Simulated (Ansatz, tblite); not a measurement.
Spin states of Cu₄O⁺, each relaxed with B3LYP-D4/def2-SVP in Ansatz. Electronic energies in the gas phase.

The xTB rows come from tblite. Correlated methods freeze 37 core orbitals. The rows differ in basis, and correlated rows in double-zeta sets carry the largest basis error. In CCSD on the charge 1 quartet the largest single amplitude is 0.20, so its Hartree–Fock determinant may place the open shell otherwise than the density functionals do. HOMO above LUMO, or a gap near zero within one spin, warns that the state may not be the lowest or that an electron is smeared out. The structure comes from a short search, and lower isomers may exist.

Doublet geometry:

```xyz
5

O     0.2988   -0.0529   -1.2298
Cu    1.1489    1.0301    0.0574
Cu   -0.4212    0.0743    1.7320
Cu    0.3512   -1.5036   -0.0277
Cu   -1.3777    0.4519   -0.5319
```

Quartet geometry:

```tsv
atom	x (Å)	y (Å)	z (Å)
O1	-0.8322	-0.0444	0.8954
Cu2	0.2859	-1.5103	0.3076
Cu3	0.9890	0.2569	-1.3782
Cu4	0.8706	0.8012	1.0152
Cu5	-1.3133	0.4967	-0.8400
```

⟨S²⟩: doublet 0.78 at PBE0-D4/def2-TZVP (pure 0.75), quartet 3.77 at PBE0-D4/def2-TZVP (pure 3.75).

Run but left out: HF/STO-3G (doublet: ⟨S²⟩ 6.79, where a pure state has 0.75); HF/def2-SVP, HF/def2-TZVP, MP2/def2-SVP, MP2/def2-TZVP (quartet: a determinant that CCSD turns far, T1 0.051); LDA (SPW92)/def2-TZVP (quartet: an occupied level 0.03 eV above an empty one).

Only these spin states were relaxed.

Problem. Estimate which spin state lies lowest at each of these levels, and by how much: GFN1-xTB; GFN2-xTB; PBE-D4/def2-TZVP; r2SCAN-D4/def2-TZVP; PBE0-D4/def2-TZVP; ωB97X-V/def2-TZVP; CCSD/def2-SVP; CCSD(T)/def2-SVP.

Solution. 
| level | quartet − doublet (kcal/mol) | lowest of these | remarks |
| --- | --- | --- | --- |
| GFN1-xTB | 30.2 | doublet | – |
| GFN2-xTB | 106.7 | doublet | – |
| PBE-D4/def2-TZVP | 46.6 | doublet | gap within one spin near zero (quartet) |
| r2SCAN-D4/def2-TZVP | 43.7 | doublet | – |
| PBE0-D4/def2-TZVP | 53.6 | doublet | – |
| ωB97X-V/def2-TZVP | 61.5 | doublet | – |
| CCSD/def2-SVP | 60.3 | doublet | large T1 (0.051) (quartet) |
| CCSD(T)/def2-SVP | 63.0 | doublet | large T1 (0.051) (quartet) |

Change of the quartet − doublet gap on mixing in exact exchange, in kcal/mol: PBE to PBE0 (25 % exact exchange) 7.0. The xTB methods have no spin-polarisation term.
